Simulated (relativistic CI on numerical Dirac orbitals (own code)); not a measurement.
# Pr30+: q coefficients and field-shift factors

These numbers are calculated, not measured: Dirac-Coulomb-Breit CI, separate exchange-only KLI orbitals for each configuration, derivatives by finite differences, unscaled Slater integrals, QED left out (own radial code, finite nucleus).

CI space (outside the closed core [Ar] 3d10): 4s, 4p, 4d, 4f, 5s, 5p, 5d, 5f. Levels of other configurations are missing.

With x = (α/α₀)² − 1 an excitation energy changes as ω = ω₀ + qx; K = 2q/ω₀ is the relative enhancement. Terms are leading LS components, so labels can repeat. The field-shift factor is F = δν/δ⟨r²⟩ for the transition from the lowest level.

Lowest level 4s ²S1/2.

```tsv
Level	ω₀ (cm⁻¹)	q (cm⁻¹)	F (GHz/fm²)
4p ²P°1/2	516092	49710	-400
4p ²P°3/2	756870	319600	-413
4d ²D3/2	1579684	339100	-410
4d ²D5/2	1628810	388800	-409
4f ²F°5/2	2508713	382400	-401
4f ²F°7/2	2517287	390700	-401
5s ²S1/2	3872722	204900	-217
5p ²P°1/2	4117234	225500	-397
5p ²P°3/2	4227306	348200	-403
5d ²D3/2	4611098	356800	-402
5d ²D5/2	4634369	380400	-401
5f ²F°5/2	5019730	378100	-398
5f ²F°7/2	5025173	383300	-398
```

At this charge energies of transitions that change n are usually good to better than 1 %, and those within a shell (Δn = 0) to a few per cent.

**Question.** Which transition from the lowest level has the largest |K|?

**Answer.** 4p ²P°3/2 at 756870 cm⁻¹, K = 0.844.
